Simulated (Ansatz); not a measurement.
FH₃OSiTe (`O[SiH](F)[TeH]`) at its PBE0-D4/def2-TZVP geometry, where that method's forces vanish. The species carries charge 0 and has multiplicity 1. Te takes the def2 core potential.

```xyz
7

O    -0.0625    1.2811    1.1907
Si    0.4133    0.3205   -0.0341
F     1.3753   -0.8500    0.4623
Te   -1.5807   -0.7648   -1.0573
H    -0.6728    0.9215    1.8379
H     1.1951    1.1788   -0.9404
H    -0.6677   -2.0871   -1.4592
```

(1) What forces (eV/Å) does B3LYP-D4/def2-TZVPP give on these atoms in Ansatz 0.2.0? (Estimate.)

## Answers

(1) Computed: 
```
O1  -0.053  0.070  0.117
Si2  0.138  0.191 -0.195
F3   0.136 -0.150  0.067
Te4 -0.190 -0.027 -0.063
H5  -0.019  0.036  0.050
H6  -0.042 -0.047  0.055
H7   0.030 -0.073 -0.031
```

B3LYP here is the variant with VWN-RPA as its local correlation; programs differ in this.
